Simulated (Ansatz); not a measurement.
Relaxation of AlClH₅OP (9 atoms, charge 0, multiplicity 1), to a largest force component of 0.03 eV/Å in at most 50 steps.

Computed with RKS PBE0/def2-SVP (Ansatz).

```xyz
9
Properties=species:S:1:pos:R:3:forces:R:3
Al -0.187 0.553 -0.282 0.07 -0.49 0.00
Cl -0.251 -0.039 3.090 -0.10 0.89 -0.60
H 1.229 -0.124 -0.507 -0.02 0.01 0.00
O -1.647 -0.153 -0.802 -0.01 -0.01 0.00
H -1.765 -1.030 -1.171 0.00 0.00 0.00
P -0.428 2.733 0.389 -0.05 0.52 0.07
H -1.593 2.568 1.196 0.00 -0.01 0.01
H 0.509 2.726 1.467 0.00 0.00 0.00
H -0.381 1.139 2.471 0.09 -0.92 0.51
```

Q: Where does it end, and by what steps?

A: The forces met the threshold. After 46 steps the energy has fallen by 1.403 eV; H9 moved furthest, 2.77 Å. Parted: Cl2–H9 (1.34 → 2.56 Å). Joined: Al1–Cl2 (3.42 → 2.17 Å), O4–H9 (3.74 → 0.97 Å).

```tsv
step	energy less start (eV)	largest force component (eV/Å)	accepted
0	0.0000	0.917	yes
2	-0.0781	0.204	yes
4	-0.0934	1.099	no
6	-0.1239	0.099	yes
8	-0.1292	0.113	yes
10	-0.1313	0.190	yes
12	-0.1332	0.175	yes
14	-0.1320	0.355	no
16	-0.1361	0.182	yes
18	-0.1385	0.067	yes
20	-0.1322	0.688	no
22	-0.1424	0.079	yes
24	-0.1433	0.057	yes
26	-0.1451	0.360	yes
28	-0.1562	0.144	yes
30	-0.1676	0.854	yes
32	-0.2361	0.634	yes
34	-0.3543	0.345	yes
36	-0.5213	2.699	yes
38	-1.0402	5.404	yes
40	-1.3500	0.686	yes
42	-1.3962	0.067	yes
44	-1.4001	0.128	yes
46	-1.4035	0.013	yes
```

```xyz
9
Properties=species:S:1:pos:R:3
Al 0.047 0.756 0.642
Cl -0.031 0.105 2.709
H 1.101 -0.014 -0.271
O -1.595 -0.332 0.245
H -1.519 -0.995 -0.456
P -0.539 2.958 0.114
H -0.991 3.269 1.435
H 0.790 3.429 0.357
H -1.776 -0.802 1.077
```

Whether the end is a true minimum wasn't checked by a vibrational analysis.

Run time: 110 s on 2 threads of Arm Neoverse V1, on a shared host, peak memory 0.2 GiB.
